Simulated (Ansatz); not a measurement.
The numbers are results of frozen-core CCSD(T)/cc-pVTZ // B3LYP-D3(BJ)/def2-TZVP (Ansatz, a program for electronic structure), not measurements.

Ansatz 0.2 input:
```yaml
crystal:
  periodic: [false, false, false]
  atoms:
    - { symbol: C, position_ang: [-0.62186, -0.290947, -0.505893] }
    - { symbol: C, position_ang: [0.166413, 0.794441, 0.186816] }
    - { symbol: O, position_ang: [-0.067323, 1.96609, 0.08864] }
    - { symbol: S, position_ang: [1.546287, 0.26301, 1.224866] }
    - { symbol: H, position_ang: [-1.052255, -0.971711, 0.23011] }
    - { symbol: H, position_ang: [0.030687, -0.871622, -1.159619] }
    - { symbol: H, position_ang: [-1.415156, 0.169488, -1.090924] }
    - { symbol: H, position_ang: [1.413207, -1.058745, 1.026002] }
basis:
  gaussian: { orbitals: cc-pVTZ }
correlation:
  method: ccsd_t
```

Output:

```
Functional definition: HF
1038 factors; integrals over basis functions are off by at most 1.2e-3 eV
mean field evaluation 1: about -14976.8002 eV, gradient 4.0e1 eV
mean field evaluation 2: about -14977.0345 eV, gradient 4.0e1 eV
mean field evaluation 4: about -14980.6702 eV, gradient 4.7e0 eV
mean field evaluation 8: about -14980.7765 eV, gradient 5.6e-1 eV
mean field evaluation 16: about -14980.7797 eV, gradient 2.0e-6 eV
mean field -14980.77973702 eV, -550.5335009982 hartree, gradient 2.0e-6 eV, S^2 0.000000; 0 other end points of the search recorded, 0 dependent functions left out
8 core orbitals not correlated
reference -14980.77973702 eV, -550.5335009982 hartree; 12, 12 occupied and 160, 160 virtual orbitals, 1038 factors
second order -20.14432590 eV of doubles, -0.00000000 eV of singles
cycle   1  -20.27624080 eV  change   -1.3e-1 eV  update   1.1e-1
cycle   2  -20.82089646 eV  change   -5.4e-1 eV  update   3.7e-2
cycle   3  -20.96714475 eV  change   -1.5e-1 eV  update   1.9e-2
cycle   4  -20.95553020 eV  change    1.2e-2 eV  update   5.2e-3
cycle   5  -20.95335056 eV  change    2.2e-3 eV  update   2.5e-3
cycle   6  -20.95421392 eV  change   -8.6e-4 eV  update   8.7e-4
cycle   7  -20.95366870 eV  change    5.5e-4 eV  update   3.6e-4
cycle   8  -20.95362247 eV  change    4.6e-5 eV  update   1.3e-4
cycle   9  -20.95366526 eV  change   -4.3e-5 eV  update   5.7e-5
cycle  10  -20.95364772 eV  change    1.8e-5 eV  update   2.2e-5
perturbative correction -0.95903711 eV, -0.0352439636 hartree
Total energy: -15002.69242184 eV, -551.3387773124 hartree
```

Cost: around 70 core-seconds (rough).
